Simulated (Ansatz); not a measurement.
Calculated with Ansatz (gas phase, PBE0-D4/def2-TZVP geometries, no zero-point term in ΔE). CCSD(T)/CBS adds triple-zeta CCSD(T) − MP2 to the extrapolated MP2 energy (def2 sets, frozen cores). DFT in def2-TZVPP. B3LYP here is the variant with VWN-RPA as its local correlation; programs differ in this. One conformer a species, not always the lowest.

`[CH3][Al]([NH2])[Cl]` + `C[Si](C)(N)O` → `[CH3][Al]([NH2])[NH2]` + `C[Si](C)(O)Cl`  (redistribution)

`[CH3][Al]([NH2])[Cl]`:

```xyz
9

C    -0.913   -1.105   -0.478
Al    0.571   -0.071    0.215
N     0.544    1.679    0.397
Cl    2.354   -1.024    0.808
H    -0.618   -1.656   -1.375
H    -1.769   -0.475   -0.734
H    -1.245   -1.847    0.254
H     1.309    2.227    0.755
H    -0.234    2.272    0.158
```

`C[Si](C)(N)O`:

```xyz
14

C     0.141   -1.723   -0.405
Si    0.245    0.040    0.181
C    -1.449    0.779    0.436
N     1.072    1.105   -0.887
O     1.095   -0.073    1.597
H     1.138   -2.125   -0.604
H    -0.326   -2.360    0.351
H    -0.444   -1.798   -1.324
H    -2.025    0.791   -0.493
H    -2.012    0.195    1.168
H    -1.384    1.805    0.807
H     0.560    1.738   -1.477
H     1.964    0.868   -1.290
H     1.426    0.758    1.941
```

`[CH3][Al]([NH2])[NH2]`:

```xyz
11

C    -0.712    1.473    0.561
Al    0.095   -0.186   -0.067
N    -0.764   -1.729    0.097
N     1.699   -0.190   -0.824
H     0.011    2.293    0.598
H    -1.135    1.361    1.564
H    -1.529    1.790   -0.095
H    -0.432   -2.628   -0.209
H    -1.674   -1.824    0.516
H     2.259    0.635   -0.958
H     2.183   -0.996   -1.183
```

`C[Si](C)(O)Cl`:

Cartesian coordinates in Å:
```
C 1.165 -0.935 0.603
Si 0.087 0.458 0.018
C -1.328 -0.087 -1.039
O -0.560 1.306 1.266
Cl 1.305 1.727 -1.083
H 1.587 -1.480 -0.244
H 1.995 -0.562 1.208
H 0.585 -1.635 1.210
H -0.972 -0.640 -1.911
H -1.898 0.777 -1.388
H -1.999 -0.734 -0.469
H 0.034 1.804 1.828
```

Q: Is it downhill or uphill in electronic energy at CCSD(T)/CBS, and by how much? (Estimate.)

A: Ansatz gave: Uphill: ΔE = +32.3 kJ/mol.

Q: What do these levels give: B3LYP-D4, ωB97M-V, PBE, r2SCAN, HF/def2-TZVPP, HF/def2-QZVPP? (Best estimate.)

A: Ansatz gave: B3LYP-D4 31.4, ωB97M-V 32.4, PBE 29.5, r2SCAN 31.9, HF/def2-TZVPP 39.5, HF/def2-QZVPP 38.6 kJ/mol.

Largest T1 diagnostic among the species: 0.010.

In def2-TZVPP, CCSD(T) changes the Hartree–Fock value by −5.7 kJ/mol (the triples alone add −0.9 kJ/mol) and MP2 by −7.3 kJ/mol.
